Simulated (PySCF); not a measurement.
## Assignment exercise: C₆H₁₄NPSi

Molfile (atoms numbered from 1):
```
C6H14NPSi
     RDKit          3D

 23 24  0  0  0  0  0  0  0  0999 V2000
    3.4599    0.4320   -0.6206 Si  0  0  0  0  0  4  0  0  0  0  0  0
    1.8569    1.0549   -0.7161 N   0  0  0  0  0  0  0  0  0  0  0  0
    0.5194    0.4074   -0.2523 P   0  0  2  0  0  5  0  0  0  0  0  0
   -0.0701   -1.2585   -0.7980 C   0  0  0  0  0  0  0  0  0  0  0  0
   -1.2442   -1.5653    0.1432 C   0  0  0  0  0  0  0  0  0  0  0  0
   -1.4577   -0.3450    1.0552 C   0  0  2  0  0  0  0  0  0  0  0  0
   -2.0585    0.8246    0.2554 C   0  0  0  0  0  0  0  0  0  0  0  0
   -0.9650    1.3992   -0.6598 C   0  0  0  0  0  0  0  0  0  0  0  0
   -0.0634    0.1056    1.4775 C   0  0  0  0  0  0  0  0  0  0  0  0
    3.8945    0.2054    0.7653 H   0  0  0  0  0  0  0  0  0  0  0  0
    4.2610    1.4726   -1.2564 H   0  0  0  0  0  0  0  0  0  0  0  0
    3.6150   -0.8509   -1.3250 H   0  0  0  0  0  0  0  0  0  0  0  0
   -0.3606   -1.2189   -1.8500 H   0  0  0  0  0  0  0  0  0  0  0  0
    0.7403   -1.9848   -0.7069 H   0  0  0  0  0  0  0  0  0  0  0  0
   -2.1560   -1.7869   -0.4126 H   0  0  0  0  0  0  0  0  0  0  0  0
   -1.0157   -2.4366    0.7600 H   0  0  0  0  0  0  0  0  0  0  0  0
   -2.1052   -0.6052    1.8965 H   0  0  0  0  0  0  0  0  0  0  0  0
   -2.9216    0.4843   -0.3185 H   0  0  0  0  0  0  0  0  0  0  0  0
   -2.4096    1.5895    0.9508 H   0  0  0  0  0  0  0  0  0  0  0  0
   -1.2021    1.3075   -1.7210 H   0  0  0  0  0  0  0  0  0  0  0  0
   -0.7534    2.4505   -0.4576 H   0  0  0  0  0  0  0  0  0  0  0  0
   -0.0664    1.0162    2.0767 H   0  0  0  0  0  0  0  0  0  0  0  0
    0.4978   -0.6706    1.9972 H   0  0  0  0  0  0  0  0  0  0  0  0
  1  2  1  0
  2  3  2  0
  3  4  1  6
  4  5  1  0
  5  6  1  0
  6  7  1  0
  7  8  1  0
  6  9  1  0
  8  3  1  0
  9  3  1  0
  1 10  1  0
  1 11  1  0
  1 12  1  0
  4 13  1  0
  4 14  1  0
  5 15  1  0
  5 16  1  0
  6 17  1  1
  7 18  1  0
  7 19  1  0
  8 20  1  0
  8 21  1  0
  9 22  1  0
  9 23  1  0
M  END
```

PySCF 2.14 calculation with shieldings: GIAO PBE0/pcSseg-1 and coordinates at the GFN2-xTB level; non-relativistic Hamiltonian, equivalent nuclei averaged, in vacuum, one computed conformer.

Scale: ¹³C, ¹H against TMS (reference shieldings calculated alike).

(1) Assign these signals to the numbered atoms. ¹³C{¹H} NMR (computed): δ 32.7 (CH2), 32.4 (CH), 31.2 (CH2), 24.1 (CH2).

(2) Assign these signals to the numbered atoms. ¹H NMR (300 MHz, computed): δ 4.94 (m, 3H), 1.98 (m, 1H), 1.82 (m, 2H), 1.73 (m, 2H), 1.70 (m, 2H), 1.49 (m, 2H), 1.16 (m, 2H).

Answers

(1) 
```tsv
δ (ppm)	atoms	environment	reason
32.7	C9	sp3 CH2 bonded to P	–
32.4	C6	sp3 CH in a ring	aliphatic region, no heteroatom directly attached
31.2	C5/C7	sp3 CH2 in a ring	saturated and bonded to C and H only
24.1	C4/C8	sp3 CH2 bonded to P	–
```

C9 and C6; C6 and C5/C7 lie closer than the usual error of such a calculation, so a measured spectrum could show them in the other order.

(2) 
4.94 → H10/H11/H12, hydrogen on a silicon bonded to N
1.98 → H17, hydrogen on an sp3 CH in a ring
1.82 → H16/H19, hydrogen on an sp3 CH2 in a ring
1.73 → H15/H18, hydrogen on an sp3 CH2 in a ring
1.70 → H14/H21, hydrogen on an sp3 CH2 bonded to P
1.49 → H13/H20, hydrogen on an sp3 CH2 bonded to P
1.16 → H22/H23, hydrogen on an sp3 CH2 bonded to P

H16/H19 and H15/H18; H15/H18 and H14/H21 lie closer than the usual error of such a calculation, so a measured spectrum could show them in the other order.

Splittings by ³¹P in the carbon and heteronuclear signals aren't shown, as no couplings were computed. Shifts are as computed. Against solution values, carbons near 30 ppm lie about +3 ppm off and those near 130 ppm about +5 ppm. Of 1211 compounds with measured shifts, 218 miss one by over three times the rms of a fit or turn the order of signals round; such compounds aren't used in these exercises. No couplings were computed; multiplicities are counted from neighbouring protons, with m where these are inequivalent, close in shift, in a saturated or five-membered ring or joined by F or P, and br s for small geminal =CH2 splittings.
